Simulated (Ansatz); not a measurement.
Z-matrix (Å, degrees):
```
C
Ga 1 1.967
H 1 1.093 2 109.4
H 1 1.092 2 111.7 3 119.4
H 1 1.091 2 110.9 3 -118.7
C 2 1.967 1 129.4 3 -74.3
Cl 2 2.209 1 113.0 3 79.6
Se 2 2.794 1 98.5 3 177.3
H 6 1.093 2 109.4 1 74.4
H 6 1.091 2 110.9 1 -166.9
H 6 1.092 2 111.7 1 -45.0
H 8 1.468 2 90.5 1 -67.9
H 8 1.468 2 90.4 1 -159.0
```

The species carries charge 0 and has multiplicity 1.

Question: List the r2SCAN/def2-TZVPP orbital energies in eV (the Gaussian-basis code of Ansatz). (An estimate is asked.)

Answer: Computed: Occupied: -12335.58, -10121.78, -2751.97, -1576.23, -1413.48, -1413.45, -1413.40, -1243.93, -1100.37, -1100.29, -1100.25, -272.47, -272.47, -253.35, -212.36, -191.86, -191.76, -191.75, -155.82, -155.72, -155.54, -147.55, -100.49, -100.30, -100.15, -56.19, -56.17, -56.02, -55.95, -55.94, -20.52, -20.16, -20.01, -20.00, -19.90, -19.77, -19.20, -17.51, -17.34, -11.81, -10.70, -10.26, -10.00, -9.89, -9.84, -9.76, -7.88, -7.53, -7.47, -6.85, -6.44. Lowest empty: -1.44, -0.76, -0.07, 0.53, 1.47, 1.79, 2.73, 2.92.
